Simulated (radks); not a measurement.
All-electron atom: Nb2+ in [Kr] 4d1 5s2 (not the ground configuration).

Method: Dirac Kohn-Sham, PBE, spin-unpolarised, spherical densities, point nucleus; open shells are shared between the two j in proportion to 2j + 1; computed with a radial shooting solver on a logarithmic mesh with Libxc functionals.

Energy parts (hartree):
| part | energy |
|---|---|
| total | -3819.09640 |
| kinetic | 3953.57663 |
| electron-nucleus | -9186.96929 |
| Hartree | 1532.30403 |
| exchange-correlation | -118.00777 |

Orbitals (lengths in bohr, moments of r in powers of bohr):
orbital  occ.  eigenvalue (hartree)      <r>
1s1/2       2             -691.8423  0.03609
2s1/2       2             -97.60197   0.1577
2p1/2       2             -89.64707   0.1346
2p3/2       4             -86.12766   0.1391
3s1/2       2             -17.09310   0.4429
3p1/2       2             -14.09924   0.4385
3p3/2       4             -13.52882   0.4490
3d3/2       4              -8.24589   0.4307
3d5/2       6              -8.13964   0.4342
4s1/2       2              -3.07008    1.141
4p1/2       2              -2.22617    1.245
4p3/2       4              -2.14406    1.273
4d3/2     0.4              -0.91214    1.701
4d5/2     0.6              -0.90330    1.713
5s1/2       2              -0.72954    2.872

The highest occupied level is 5s1/2 at -19.852 eV. The density falls to 0.001 e/bohr^3 at r = 4.31 bohr.
